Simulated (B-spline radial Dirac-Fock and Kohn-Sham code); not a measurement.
## Dipole and non-dipole photoemission parameters of Mn⁶⁺ 3d3/2

System: Mn⁶⁺ in the configuration [Ar] 3d1; threshold 117.1 eV (orbital energy of the model). Calculated with an atomic code on a B-spline grid, using Dirac-Hartree-Slater photoionisation with a Latter tail; cross sections with all multipoles, angular parameters from the dipole term and its interference with E2.

The run's input, task.json:

```json
{"items": [{
  "Z": 25,
  "q": 6,
  "cfg": [[1, 0, 2], [2, 0, 2], [2, 1, 6], [3, 0, 2], [3, 1, 6], [3, 2, 1]],
  "A": 55,
  "rrms": 3.7057,
  "do": "xps",
  "hv": [58.9, 72.0, 73.0, 80, 80.8, 104.0, 113.0, 117.0, 195.0, 200.0, 229.0, 244.0, 300, 555.0, 1000, 1160.0, 1486.9, 1490.0, 2000, 2440.0, 2630.0, 4000, 4540.0, 4600.0, 4730.0, 6000, 7190.0, 8047.8, 9360.0, 11600.0]
}]}
```

Launch: `python xray2_run.py task.json out`

For linearly polarised light dσ/dΩ = σ/(4π) [1 + β P₂(cos θ) + (δ + γ cos²θ) sin θ cos φ], with θ from the polarisation vector and φ the angle between the beam and the projection of the electron momentum on the plane normal to the polarisation.

```
hν (eV)    σ (kb)      β      γ      δ
    195       122  1.151  0.034  0.020
    200       114  1.164  0.038  0.020
    229      78.7  1.221  0.066  0.023
    244      65.8  1.240  0.081  0.025
    300      36.9  1.281  0.130  0.029
    555         ?      ?      ?      ?
   1000     0.785  1.007  0.468  0.077
   1160     0.465  0.947  0.510  0.089
 1486.9     0.190  0.848  0.578  0.112
   1490     0.189  0.847  0.578  0.112
   2000    0.0627  0.734  0.661  0.147
   2440    0.0290  0.661  0.716  0.177
   2630    0.0216  0.634  0.736  0.189
   4000   0.00394  0.496  0.827  0.271
   4540   0.00233  0.457  0.849  0.301
   4600   0.00220  0.454  0.851  0.304
   4730   0.00196  0.445  0.855  0.311
   6000  0.000715  0.380  0.880  0.375
   7190  0.000329  0.337  0.895  0.430
 8047.8  0.000202  0.313  0.901  0.468
   9360  0.000104  0.285  0.907  0.522
  11600  4.04e-05  0.248  0.915  0.607
```

Task: Give the values at 555 eV.

Result: σ = 5.57 kb, β = 1.208, γ = 0.301, δ = 0.046.
